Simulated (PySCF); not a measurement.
Energy of Xe²⁺ (xenon, charge +2) between two integer charges

The 5p beta orbital of [Kr] 4d10 5s2 5p4 is emptied in steps (occupation f), with all orbitals relaxed, ending at [Kr] 4d10 5s2 5p3. Computed with PySCF 2.14 in def2-SVP with the def2 core potential (28 electrons) (6s5p3d2f, 50 functions), with a scalar-relativistic core potential. The exact energy is a straight line in f; departures are measured from the line between the end points of the same method.

```
  f  UHF (eV)  LDA (eV)  PBE (eV)  PBE0 (eV)  r2SCAN (eV)  LC-wPBE (eV)  BHandHLYP (eV)  wB97X (eV)  CAM-B3LYP (eV)  BLYP (eV)
  1     0.000     0.000     0.000      0.000        0.000         0.000           0.000       0.000           0.000      0.000
0.9     0.060    -0.445    -0.429     -0.309       -0.400        -0.055          -0.202      -0.111          -0.197     -0.441
0.7     0.137    -1.038    -1.000     -0.719       -0.923        -0.125          -0.474      -0.268          -0.461     -1.031
0.5     0.161    -1.235    -1.187     -0.852       -1.082        -0.145          -0.568      -0.333          -0.551     -1.229
0.3     0.133    -1.036    -0.995     -0.713       -0.888        -0.118          -0.481      -0.294          -0.465     -1.034
0.1     0.056    -0.443    -0.425     -0.304       -0.366        -0.047          -0.209      -0.133          -0.201     -0.444
  0     0.000     0.000     0.000      0.000        0.000         0.000           0.000       0.000           0.000      0.000
```

Task: For BLYP, how does the orbital energy at f = 1 compare with the removal energy?

Result: −ε = 25.595 eV against a total-energy difference of 30.493 eV. By Janak's theorem ε = ∂E/∂f, so the gap between them reflects the curvature. Along the path −ε is 26.568 (f = 0.9), 28.521 (f = 0.7), 30.483 (f = 0.5), 32.454 (f = 0.3), 34.435 (f = 0.1) eV.

```tsv
method	E(f=0) − E(f=1) (eV)	−ε at f=1 (eV)	−ε at f=0.5 (eV)
UHF	29.383	30.050	29.372
LDA	30.826	25.889	30.830
PBE	30.488	25.719	30.503
PBE0	30.513	27.077	30.531
r2SCAN	30.530	26.067	30.631
LC-wPBE	30.640	30.025	30.661
BHandHLYP	30.525	28.281	30.506
wB97X	30.721	29.509	30.643
CAM-B3LYP	30.713	28.528	30.700
BLYP	30.493	25.595	30.483
```

Reference removal energy between the ground levels: 31.05 ± 0.04 eV (semi-empirical (NIST evaluation); NIST Atomic Spectra Database, ionization energies). The calculation has no spin-orbit coupling. UHF lacks correlation.
